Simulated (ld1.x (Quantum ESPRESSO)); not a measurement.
## What one change does to a pseudopotential (copper (Cu), TM)

Cu (Z = 29), norm-conserving Troullier–Martins (Kleinman–Bylander form), made with ld1.x (Quantum ESPRESSO) 7.5 (PBE, scalar-relativistic). Core [Ar], reference 3d9.5 4s0 4p0 (charge +1.5). Waves: 4s (bound, empty): rc 1.50 bohr; 4p (bound, empty): rc 2.85 bohr; 3d (bound): rc 1.15 bohr; 4f channel at 0.4 Ry: rc 3.10 bohr. Local part: the f channel. Core correction: none.

All-electron outer shells of the reference configuration (PBE, scalar-relativistic, ld1.x):

```json
{"shell": "3p", "level (eV)": "-88.73", "outermost node (bohr)": "0.26", "outermost maximum (bohr)": "0.62"}
{"shell": "3d", "level (eV)": "-21.18", "outermost node (bohr)": "–", "outermost maximum (bohr)": "0.60"}
{"shell": "4s", "level (eV)": "-16.88", "outermost node (bohr)": "0.88", "outermost maximum (bohr)": "2.03"}
{"shell": "4p", "level (eV)": "-10.68", "outermost node (bohr)": "0.96", "outermost maximum (bohr)": "2.54"}
```

Change: all radii scaled by about 0.76 (s 1.14, p 2.16, d 0.86, f 2.34 bohr).

Cutoffs: the cutoffs (Ry, on a coarse ladder) from which the occupation-weighted sum of valence levels, in a spherical-Bessel basis at the reference potential, stays within 10 and 1 mRy of its value at 400 Ry; they do not see the model core or the augmentation charge, which bear on the density cutoff. Errors are all-electron minus pseudo energies relative to the spin-unpolarised reference configuration.

**Question.** What does the change do?

**Answer.** A bound ghost appears in s, which as a rule spoils a file; of the 7 tests that both files solve, the error grows in 1 and shrinks in 5 by more than 15 % and 0.3 meV (median size 23.2 → 23.7 meV).

| quantity | base | changed |
| --- | --- | --- |
| cutoff, loose | 180 Ry | 260 Ry |
| cutoff, tight | over 300 Ry | over 300 Ry |
| bound ghosts | none | s |
| error for 3d10 4s1 4p0, meV [ΔE -16.82 eV] | +68 | +59 |
| error for 3d10 4s0 4p0, meV [ΔE -8.67 eV] | -6.1 | +1.3 |
| error for 3d9 4s0 4p0, meV [ΔE 12.66 eV] | -23 | -9.1 |
| error for 3d8 4s0 4p0, meV [ΔE 51.68 eV] | -382 | -212 |
| error for 3d9 4s2 4p0, meV [ΔE -14.85 eV] | -23 | -11 |
| error for 3d9 4s1 4p1, meV [ΔE -10.01 eV] | -46 | -24 |
| error for 3d10 4s0 4p1, meV [ΔE -12.68 eV] | +23 | +28 |

 A true bound ghost makes a file unfit for plane-wave use even where its test errors are small: the radial tests pick states by their node count and pass the ghost by.
